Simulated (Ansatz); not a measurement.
**A cut through the energy surface**

WO2F2 (SMILES [O]=[W](=[O])([F])[F]), closed shell, at its PBE0-D4/def2-TZVP minimum:

```json
{"atom": "O1", "x (Å)": "-0.7373", "y (Å)": "-0.5225", "z (Å)": "1.4247"}
{"atom": "W2", "x (Å)": "0.0109", "y (Å)": "-0.0162", "z (Å)": "-0.0067"}
{"atom": "O3", "x (Å)": "1.5186", "y (Å)": "-0.7832", "z (Å)": "-0.0664"}
{"atom": "F4", "x (Å)": "-1.0066", "y (Å)": "-0.5665", "z (Å)": "-1.4497"}
{"atom": "F5", "x (Å)": "0.2643", "y (Å)": "1.8146", "z (Å)": "0.0566"}
```

The angle F5–W2–O1 (109.1° at the minimum) is set to the values below, F5, with anything bonded beyond it, turning rigidly in the plane of the angle. Each method's energies count from its own value at the PBE0-D4 minimum structure. Computed with Ansatz 0.2.0 (basis: def2-TZVPP); correlated methods freeze the cores. Core potentials replace the inner electrons of the atoms past krypton. B3LYP uses VWN-RPA correlation.

```
angle (°)  CCSD(T) (kJ/mol)  PBE0-D4 (kJ/mol)  HF (kJ/mol)  B3LYP-D4 (kJ/mol)
     91.1              32.8              33.9         42.8               34.2
     95.6              17.7              18.5         24.2               18.7
    100.1               7.6               8.0         11.3                8.1
    104.6                 ?               2.0          3.3                2.0
    109.1               0.0               0.0          0.0                0.0
    113.6                 ?               1.8          1.0                1.8
    118.1               7.5               7.2          6.1                7.2
    122.6                 ?              16.2         15.2               16.1
    127.1              28.9              28.5         28.0               28.5
```

Task: Fill in the withheld CCSD(T) values. (Judge from chemistry; the value comes from the calculation.)

Result: The calculation gives: 1.8 kJ/mol at 104.6°; 2.0 kJ/mol at 113.6°; 16.5 kJ/mol at 122.6°. These count from the CCSD(T) energy at the PBE0-D4 minimum.

Minimum and curvature along this coordinate at CCSD(T): A fifth-order fit through the nearest points gives 109.0°, with a curvature of about 1.9 meV/deg².

Largest difference from the CCSD(T) curve over the scan: PBE-D4 1.1; r2SCAN-D4 0.2; wB97M-V 2.6; MP2 3.6 kJ/mol. Each curve counts from its own value at the minimum.

The T1 diagnostic stays at or below 0.024.

For scale, one of the runs: CCSD(T)/def2-TZVPP, 180 basis functions (an equivalent command: `ansatz run in.yaml --threads 4`). Hardware: 4 CPU threads, shared host. Wall time 70 s; peak host memory 2.4 GiB.
